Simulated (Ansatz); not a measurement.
`CN(C)c1ccc(-c2ccc(-c3ccc(-c4ccc(-c5ccc(-c6ccc(C#N)cc6)cc5)cc4)cc3)cc2)cc1`. Total charge 0; singlet. Geometry r2SCAN-D4/def2-SVP.

Cartesian coordinates in Å:
```
C -6.546 2.505 -10.950
N -6.517 1.235 -10.263
C -7.261 0.111 -10.782
C -5.778 1.095 -9.109
C -5.703 -0.145 -8.424
C -4.957 -0.274 -7.258
C -4.239 0.804 -6.704
C -3.450 0.655 -5.467
C -2.279 1.408 -5.247
C -1.535 1.268 -4.078
C -1.923 0.368 -3.067
C -1.136 0.221 -1.826
C 0.266 0.360 -1.827
C 1.008 0.220 -0.658
C 0.384 -0.062 0.573
C 1.170 -0.209 1.815
C 2.465 -0.765 1.800
C 3.203 -0.907 2.972
C 2.685 -0.497 4.215
C 3.468 -0.649 5.459
C 4.348 -1.734 5.640
C 5.085 -1.878 6.812
C 4.973 -0.945 7.862
C 5.751 -1.100 9.107
C 5.223 -0.692 10.349
C 5.950 -0.835 11.525
C 7.241 -1.398 11.493
C 7.994 -1.549 12.698
N 8.608 -1.672 13.682
C 7.783 -1.810 10.259
C 7.045 -1.661 9.090
C 4.093 0.139 7.682
C 3.360 0.285 6.508
C 1.392 0.061 4.231
C 0.653 0.200 3.060
C -1.017 -0.200 0.576
C -1.758 -0.063 -0.595
C -3.093 -0.386 -3.285
C -3.836 -0.246 -4.454
C -4.314 2.031 -7.391
C -5.058 2.184 -8.555
H -7.158 2.413 -11.857
H -5.535 2.834 -11.256
H -6.982 3.308 -10.327
H -7.810 0.423 -11.680
H -6.604 -0.733 -11.063
H -7.998 -0.270 -10.051
H -6.222 -1.022 -8.813
H -4.906 -1.256 -6.780
H -1.935 2.104 -6.017
H -0.643 1.884 -3.937
H 0.785 0.563 -2.768
H 2.093 0.351 -0.694
H 2.891 -1.109 0.854
H 4.211 -1.329 2.920
H 4.426 -2.499 4.862
H 5.728 -2.754 6.934
H 4.211 -0.281 10.394
H 5.522 -0.524 12.482
H 8.788 -2.237 10.229
H 7.490 -1.959 8.137
H 4.013 0.904 8.460
H 2.717 1.161 6.385
H 0.952 0.375 5.182
H -0.342 0.652 3.106
H -1.534 -0.437 1.510
H -2.847 -0.161 -0.552
H -3.416 -1.109 -2.531
H -4.749 -0.835 -4.578
H -3.798 2.907 -6.985
H -5.091 3.166 -9.030
```

Single mean-field runs in def2-SVP, def2-mTZVP are fitted with def2-universal-jkfit.

Problem. Estimate the orbital energies around the gap (eV) in Ansatz with HF/def2-SVP, LDA (SPW92)/def2-SVP, r2SCAN-D4/def2-SVP, r2SCAN-D4/def2-mTZVP, r2SCANh-D4/def2-SVP.

Solution. 
```
orbital  HF/def2-SVP  LDA (SPW92)/def2-SVP  r2SCAN-D4/def2-SVP  r2SCAN-D4/def2-mTZVP  r2SCANh-D4/def2-SVP
 HOMO−9        -9.97                 -7.00               -7.08                 -7.08                -7.50
 HOMO−8        -9.65                 -6.80               -6.86                 -6.85                -7.26
 HOMO−7        -9.48                 -6.65               -6.70                 -6.68                -7.09
 HOMO−6        -9.40                 -6.51               -6.56                 -6.56                -6.96
 HOMO−5        -9.35                 -6.51               -6.56                 -6.55                -6.95
 HOMO−4        -9.27                 -6.37               -6.42                 -6.42                -6.82
 HOMO−3        -9.21                 -6.30               -6.36                 -6.36                -6.75
 HOMO−2        -8.57                 -6.00               -6.03                 -6.02                -6.38
 HOMO−1        -7.75                 -5.48               -5.48                 -5.46                -5.80
   HOMO        -6.95                 -4.63               -4.64                 -4.64                -4.96
   LUMO         1.22                 -2.90               -2.67                 -2.68                -2.41
 LUMO+1         1.99                 -2.29               -2.03                 -2.04                -1.76
 LUMO+2         2.78                 -1.93               -1.60                 -1.62                -1.27
 LUMO+3         2.87                 -1.70               -1.40                 -1.42                -1.10
 LUMO+4         3.03                 -1.70               -1.35                 -1.37                -1.03
 LUMO+5         3.19                 -1.53               -1.19                 -1.20                -0.86
```
